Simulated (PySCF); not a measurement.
Precursor series Nb F-OH. Isolated molecules, 0 K electronic values unless said otherwise. One relaxed conformer stands for each flexible species; it need not be the lowest.

Method: PBE-D3(BJ)/def2-TZVP // r2SCAN-D4/def2-SVP (PySCF). All candidates: neutral, multiplicity 1. 

The HOMO–LUMO gap is 5.64 eV and the LUMO comes out as -3.54 eV. The HOMO is -9.18 eV.

Task: Name which member has these values.
(A) [Nb(F)5]
(B) [Nb(F)4(OH)]
(C) [Nb(F)2(OH)3]
(D) [Nb(F)(OH)4]

Result: B, [Nb(F)4(OH)]. The others give [Nb(F)(OH)4]: 4.92 eV, -2.63 eV, -7.55 eV; [Nb(F)2(OH)3]: 5.00 eV, -2.67 eV, -7.67 eV; [Nb(F)5]: 6.01 eV, -4.20 eV, -10.21 eV
